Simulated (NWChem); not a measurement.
CH2ClFO2Si; SMILES O=C(O)[Si@H](F)Cl

```xyz
8

O     -0.4247     1.9359     1.0244
C      0.1052     1.3633     0.1003
O      1.1348     1.8822    -0.6117
Si    -0.3813    -0.3836    -0.5265
F     -1.8817    -0.6465    -0.0325
Cl     0.8781    -1.7510     0.3515
H      1.3462     2.7568    -0.2229
H     -0.3120    -0.5259    -1.9925
```
Atoms are numbered in this order, from 1.

Structure relaxed at the B3LYP/6-31G* (spherical d) level.

### Question
List the 6 lowest vertical singlet excitations from B3LYP/def2-SVP, full TDDFT (NWChem).

### Answer
| state | energy (eV) | oscillator strength | leading excitation (squared amplitude) |
|---|---|---|---|
| S1 | 4.84 | 0.006 | HOMO → LUMO (0.97) |
| S2 | 6.86 | 0.002 | HOMO−1 → LUMO (0.80) |
| S3 | 7.06 | 0.002 | HOMO → LUMO+1 (0.73) |
| S4 | 7.14 | 0.016 | HOMO−3 → LUMO (0.87) |
| S5 | 7.85 | 0.043 | HOMO−2 → LUMO (0.42) |
| S6 | 7.97 | 0.016 | HOMO−5 → LUMO (0.54) |
